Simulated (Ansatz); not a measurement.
The cluster Ru4⁺ (the lowest doublet isomer of a short search) was relaxed with PBE-D4 (def2-SVP) in Ansatz in these states: charge +1 quartet, charge +1 sextet. The geometries follow in no particular order.

In the def2 sets Ru takes a core potential; there is no spin–orbit coupling.

A:

```xyz
4

Ru   -0.451    0.956    1.060
Ru   -0.422    0.023   -1.436
Ru    1.461    0.313   -0.100
Ru   -0.587   -1.292    0.476
```

B:

```xyz
4

Ru    0.340    1.244    0.772
Ru   -1.285   -0.666   -0.404
Ru    0.463    0.443   -1.359
Ru    0.483   -1.021    0.991
```

Judge from the bond lengths which geometry belongs to which state (an estimate).

A is the charge +1 sextet (Ru3–Ru4 2.665 Å, Ru1–Ru2 2.665 Å, Ru1–Ru4 2.327 Å); B is the charge +1 quartet (Ru3–Ru4 2.769 Å, Ru1–Ru2 2.769 Å, Ru1–Ru4 2.280 Å).

At PBE0-D4/def2-TZVP a doublet lies 0.37 eV below the charge +1 quartet. These are the stationary points nearest to one start from a short search; other shapes may lie lower in each state.
